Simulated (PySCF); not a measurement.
**SI₃⁺: umbrella curve**

Computed with PBE0/[S def2-SVP, I def2-SVP with ECP28], scalar-relativistic core potentials, density fitting, no spin–orbit coupling, PySCF.

Rigid scan from the singlet minimum (S–I 2.426 Å (×3); I–S–I 107.2° (×3)). Coordinate: angle between each bond and the threefold axis, bonds fixed. Energies in kJ/mol from the minimum.

(1) Predict the curve at 55, 60, 65, 70, 75, 80, 85, 90.

Results:

(1) 
```
angle of the bonds to the threefold axis (°)  E (kJ/mol)  dipole size (D, about the centre of mass)
                                          55        88.0                                       0.08
                                          60        30.6                                       0.02
                                          65         4.5                                       0.11
                                          70         1.0                                       0.17
                                          75        15.1                                       0.16
                                          80        43.1                                       0.11
                                          85        80.6                                       0.03
                                          90       105.5                                       0.00
```

With the bonds held, the planar shape lies 105.5 kJ/mol from the minimum.

The scan took 18 s on 2 threads of a shared Arm Neoverse V2 host; the process peaked at 1.1 GiB. Launch command: `OMP_NUM_THREADS=2 python axn.py task.json out`.
